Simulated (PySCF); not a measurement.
SMILES F[Si](F)(F)[SiH2]c1cccs1, GFN2-xTB optimised geometry.

```
15

F     -0.41    -3.38    -1.22
Si    -0.09    -2.41     0.00
F     -0.41    -3.34     1.25
F      1.51    -2.41     0.00
Si    -1.16    -0.39     0.00
C      0.07     1.02    -0.07
C      0.61     1.74     0.95
C      1.54     2.72     0.54
C      1.69     2.74    -0.81
S      0.72     1.56    -1.59
H     -2.06    -0.29    -1.16
H     -1.94    -0.23     1.24
H      0.36     1.57     1.98
H      2.06     3.38     1.21
H      2.32     3.38    -1.40
```

Density from PBE0/def2-TZVP in PySCF at that geometry.

Minimum of the electron density along straight lines between bonded atoms, close to the bond critical point (lines longer than 1.1 times the sum of covalent radii, or with two minima, are not listed):

```json
[
 {"bond": "F1–Si2", "length / Å": "1.592", "ρ at the minimum / e bohr⁻³": "0.143", "∇²ρ there / e bohr⁻⁵": "1.03", "position (fraction from the first atom)": "0.58"},
 {"bond": "Si2–F3", "length / Å": "1.593", "ρ at the minimum / e bohr⁻³": "0.142", "∇²ρ there / e bohr⁻⁵": "1.02", "position (fraction from the first atom)": "0.42"},
 {"bond": "Si2–F4", "length / Å": "1.593", "ρ at the minimum / e bohr⁻³": "0.142", "∇²ρ there / e bohr⁻⁵": "1.02", "position (fraction from the first atom)": "0.42"},
 {"bond": "Si2–Si5", "length / Å": "2.284", "ρ at the minimum / e bohr⁻³": "[?]", "∇²ρ there / e bohr⁻⁵": "-0.09", "position (fraction from the first atom)": "0.65"},
 {"bond": "Si5–C6", "length / Å": "1.874", "ρ at the minimum / e bohr⁻³": "0.117", "∇²ρ there / e bohr⁻⁵": "0.23", "position (fraction from the first atom)": "0.39"},
 {"bond": "C6–C7", "length / Å": "1.367", "ρ at the minimum / e bohr⁻³": "0.327", "∇²ρ there / e bohr⁻⁵": "-0.95", "position (fraction from the first atom)": "0.51"},
 {"bond": "C7–C8", "length / Å": "1.409", "ρ at the minimum / e bohr⁻³": "0.306", "∇²ρ there / e bohr⁻⁵": "[?]", "position (fraction from the first atom)": "0.50"},
 {"bond": "C8–C9", "length / Å": "1.358", "ρ at the minimum / e bohr⁻³": "0.334", "∇²ρ there / e bohr⁻⁵": "-0.99", "position (fraction from the first atom)": "0.48"},
 {"bond": "C6–S10", "length / Å": "1.738", "ρ at the minimum / e bohr⁻³": "0.208", "∇²ρ there / e bohr⁻⁵": "-0.40", "position (fraction from the first atom)": "0.47"},
 {"bond": "C9–S10", "length / Å": "1.715", "ρ at the minimum / e bohr⁻³": "0.219", "∇²ρ there / e bohr⁻⁵": "[?]", "position (fraction from the first atom)": "0.48"},
 {"bond": "Si5–H11", "length / Å": "1.469", "ρ at the minimum / e bohr⁻³": "0.124", "∇²ρ there / e bohr⁻⁵": "0.18", "position (fraction from the first atom)": "0.49"},
 {"bond": "Si5–H12", "length / Å": "1.470", "ρ at the minimum / e bohr⁻³": "0.123", "∇²ρ there / e bohr⁻⁵": "0.18", "position (fraction from the first atom)": "0.49"},
 {"bond": "C7–H13", "length / Å": "1.076", "ρ at the minimum / e bohr⁻³": "0.290", "∇²ρ there / e bohr⁻⁵": "-1.05", "position (fraction from the first atom)": "0.65"},
 {"bond": "C8–H14", "length / Å": "1.075", "ρ at the minimum / e bohr⁻³": "0.289", "∇²ρ there / e bohr⁻⁵": "-1.05", "position (fraction from the first atom)": "0.65"},
 {"bond": "C9–H15", "length / Å": "1.072", "ρ at the minimum / e bohr⁻³": "0.291", "∇²ρ there / e bohr⁻⁵": "-1.06", "position (fraction from the first atom)": "0.65"}
]
```

**Question.** Complete the blanks.

**Answer.** 
- Si2–Si5, ρ at the minimum / e bohr⁻³: 0.101
- C7–C8, ∇²ρ there / e bohr⁻⁵: -0.88
- C9–S10, ∇²ρ there / e bohr⁻⁵: -0.46
